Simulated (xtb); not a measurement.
Harmonic IR lines of one isomer of C4H9B, unscaled. Computed with GFN2-xTB in xtb 6.7.1.

wavenumber (cm⁻¹): 778 (w), 800 (m), 870 (m), 1019 (vw), 1066 (w), 1200 (m), 1238 (m), 1362 (w), 1395 (w), 1404 (w), 1481 (m), 1648 (vs), 2628 (s), 2649 (s), 2993 (m), 3003 (m), 3014 (m), 3046 (m), 3093 (w)

**Question.** Name which structure gives these lines.
A) `B/C=C/CC`
B) `BC(=C)CC`
C) `B/C(C)=C/C`
D) `BC=C(C)C`

**Answer.** D, `BC=C(C)C`
